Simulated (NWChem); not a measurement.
Si2H5O2Cl; SMILES O[SiH2]O[SiH2]Cl

```xyz
10

O      1.2765    -1.4813    -0.5968
Si    -0.1890    -1.8666     0.0665
O     -1.1820    -0.5211     0.0935
Si    -1.0376     1.1124     0.0194
Cl     0.8038     1.6532     0.8336
H      1.7818    -0.7926    -0.1500
H     -0.0657    -2.3422     1.4724
H     -0.8018    -2.8872    -0.8146
H     -1.0504     1.5979    -1.3833
H     -2.0962     1.7457     0.8417
```
Atoms are numbered in this order, from 1.

STO-3G and 3-21G are far too small for this property and stand as cheap habits. The geometry was optimised at PBE0/def2-SVP.

Problem. Give the principal values of the shielding tensors (ppm) of O1, Si2, O3, Si4, Cl5 from Hartree-Fock/STO-3G, GIAO (NWChem), with their diamagnetic and paramagnetic parts as GIAO splits them.

Solution. 
| atom | σ11 | σ22 | σ33 | isotropic | diamagnetic | paramagnetic |
|---|---|---|---|---|---|---|
| O1 | 343.9 | 451.3 | 535.6 | 443.6 | 379.9 | 63.7 |
| Si2 | 536.1 | 584.2 | 640.7 | 587.0 | 865.8 | -278.8 |
| O3 | 359.6 | 561.7 | 668.1 | 529.8 | 383.3 | 146.5 |
| Si4 | 529.0 | 586.2 | 642.9 | 586.0 | 866.2 | -280.2 |
| Cl5 | 1110.8 | 1232.3 | 1298.5 | 1213.9 | 1130.6 | 83.2 |
